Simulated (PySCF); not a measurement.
C3H8OSi.
Atom-mapped SMILES: `[CH3:1][SiH2:2][C:3]([CH3:4])=[O:5]` (hydrogens: H6, H7, H8 on C1; H9, H10 on Si2; H11, H12, H13 on C4)

Method: PySCF 2.14.0, PBE0-D3(BJ)/def2-SVP geometry optimisation, gas phase.

What internal coordinates does the optimisation give?

```json
{"bond": "C1–Si2", "length (bohr)": "3.532", "order": "single"}
{"bond": "Si2–C3", "length (bohr)": "3.673", "order": "single"}
{"bond": "C3–C4", "length (bohr)": "2.847", "order": "single"}
{"bond": "C3=O5", "length (bohr)": "2.291", "order": "double"}
{"bond": "C1–H6, C1–H7, C1–H8", "length (bohr)": "2.079", "order": "single"}
{"bond": "Si2–H9, Si2–H10", "length (bohr)": "2.832", "order": "single"}
{"bond": "C4–H11, C4–H12, C4–H13", "length (bohr)": "2.081", "order": "single"}
```

Bonds in one row agree within 0.02 bohr and their mean is given. Orders are formal, as drawn. A selection of angles:
```json
{"angle": "Si2–C1–H6", "degrees": "110.1"}
{"angle": "Si2–C1–H7", "degrees": "112.0"}
{"angle": "H6–C1–H7", "degrees": "108.6"}
{"angle": "H6–C1–H8", "degrees": "107.7"}
{"angle": "C1–Si2–C3", "degrees": "107.2"}
{"angle": "C1–Si2–H9", "degrees": "112.9"}
{"angle": "C1–Si2–H10", "degrees": "112.2"}
{"angle": "C3–Si2–H9", "degrees": "109.7"}
{"angle": "C3–Si2–H10", "degrees": "107.4"}
{"angle": "H9–Si2–H10", "degrees": "107.3"}
{"angle": "Si2–C3–C4", "degrees": "120.3"}
{"angle": "Si2–C3–O5", "degrees": "117.9"}
{"angle": "C4–C3–O5", "degrees": "121.8"}
{"angle": "C3–C4–H11", "degrees": "110.2"}
{"angle": "C3–C4–H13", "degrees": "110.7"}
{"angle": "H11–C4–H12", "degrees": "109.5"}
{"angle": "H12–C4–H13", "degrees": "106.7"}
```

Torsions: C1–Si2–C3–C4 168° (antiperiplanar). The mirror-image conformer, all signs reversed, is as good.

The C–Si distances run from 1.869 Å (C1–Si2, drawn single) to 1.944 Å (Si2–C3, drawn single), a spread of 0.075 Å. Si2 (SiH2 silicon) is tetrahedral (angles from 107.2° to 112.9°).

Point group: C1 (no symmetry element, even within 0.4 Å). No frequency check. One conformer, not necessarily the lowest.

On one thread, Arm Neoverse V1 (aarch64), no GPU, shared host with 32 logical CPUs at a one-minute load of 35, this took 29 s wall and 0.47 GiB of memory at its peak. This is the geometry optimisation.
